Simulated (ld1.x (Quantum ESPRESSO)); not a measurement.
What one change does to a pseudopotential (lead, ultrasoft)

Pb (Z = 82), ultrasoft, made with ld1.x (Quantum ESPRESSO) 7.5 (PBE, scalar-relativistic). Core [Xe] 4f14, reference 5d10 6s2 6p2. Waves: 6s (bound): rcut 1.40, rcutus 1.90 bohr; 6s channel at 4.25 Ry: rcut 1.40, rcutus 1.90 bohr; 6p (bound): rcut 2.00, rcutus 2.15 bohr; 6p channel at 5.05 Ry: rcut 2.00, rcutus 2.15 bohr; 5d (bound): rcut 1.30, rcutus 1.50 bohr; 5d channel at 2.6 Ry: rcut 1.30, rcutus 1.50 bohr. Local part: all-electron potential smoothed inside 1.70 bohr (lloc = -1). Core correction: none. Augmentation charge: PSQ, inside the norm-conserving radii.

Change: core [Xe] 4f14 5d10, valence charge 4; reference 6s1.5 6p2.5; waves now 6s (bound): rcut 1.65, rcutus 1.90 bohr; 6s channel at 4.25 Ry: rcut 1.65, rcutus 1.90 bohr; 6p (bound): rcut 2.30, rcutus 2.60 bohr; 6p channel at 5.05 Ry: rcut 2.30, rcutus 2.60 bohr; local potential all-electron potential smoothed inside 1.90 bohr (lloc = -2); core correction Bessel-smoothed model core, default radius (core density twice the valence density).

Cutoffs: the cutoffs (Ry, on a coarse ladder) from which the occupation-weighted sum of valence levels, in a spherical-Bessel basis at the reference potential, stays within 10 and 1 mRy of its value at 400 Ry; they do not see the model core or the augmentation charge, which bear on the density cutoff. Errors are all-electron minus pseudo energies relative to the spin-unpolarised reference configuration.

Problem. What does the change do?

Solution. The potential gets softer (50 Ry and 90 Ry → 10 Ry and 18 Ry); the bound ghosts move from s to d; the number of tests with a reliable result goes from 7 to 0 (the test run of the changed file stopped, so its transferability is not established). The shells moved into the core no longer need plane waves of their own. Several settings change at once here, so the effects cannot be laid on one of them.

```tsv
quantity	base	changed
cutoff, loose	50 Ry	10 Ry
cutoff, tight	90 Ry	18 Ry
bound ghosts	s	d
tests with a reliable result	7 of 7	0 of 7 (the test run stopped)
lowest overlap eigenvalue by channel	s 0.64, p 0.63, d 0.52	s 0.68, p 0.79
```

 A true bound ghost makes a file unfit for plane-wave use even where its test errors are small: the radial tests pick states by their node count and pass the ghost by.
